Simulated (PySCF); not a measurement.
C₉H₁₄O.
Structure used (PBE0-D3(BJ)/def2-SVP), in Å, numbered top down from 1:
```xyz
24
C9H14O angstrom
C     -3.889    0.418   -0.807
C     -2.423    0.071   -0.715
O     -2.168   -0.989   -1.606
C     -0.908   -1.361   -1.892
C      0.285   -1.004   -1.385
C      0.687   -0.095   -0.289
C      1.864    0.862   -0.498
C      1.997   -0.316    0.376
C      2.482   -0.635    1.733
C      2.928   -1.451    0.533
H     -4.135    1.235   -0.113
H     -4.148    0.735   -1.828
H     -4.509   -0.454   -0.552
H     -2.162   -0.230    0.316
H     -1.795    0.941   -0.978
H     -0.928   -2.098   -2.701
H      1.127   -1.503   -1.879
H     -0.099    0.289    0.362
H      1.793    1.854   -0.039
H      2.352    0.843   -1.477
H      3.213    0.036    2.195
H      1.788   -1.105    2.437
H      3.960   -1.333    0.188
H      2.526   -2.464    0.429
```

The closed-shell ground state was solved at several levels (PySCF, density fitting, gas phase, non-relativistic).

```tsv
level	basis functions	HOMO (eV)	LUMO (eV)	gap (eV)	dipole (D)
CAM-B3LYP/def2-SVPD	315	-7.30	1.31	8.61	1.26
PBE/pcSseg-1	240	-4.84	-0.04	4.80	1.18
```

(1) What might PBE0/pcSseg-1 (240 basis functions) give for the same quantities?

(2) Over all these levels, which gives the widest orbital gap and which the narrowest?

(3) How far do the dipole and the HOMO energy spread over the levels?

Answers

(1) HOMO -5.97 eV, LUMO 0.94 eV, gap 6.91 eV, dipole 1.21 D.

(2) CAM-B3LYP/def2-SVPD (range-separated hybrid) has the widest, 8.61 eV, and PBE/pcSseg-1 (GGA) the narrowest, 4.80 eV. Functional and basis both differ between the two, so the spread mixes both effects.

(3) The dipole runs from 1.18 to 1.26 D (mean 1.22 D) and the HOMO from -7.30 to -4.84 eV.

One conformer stands for the species.
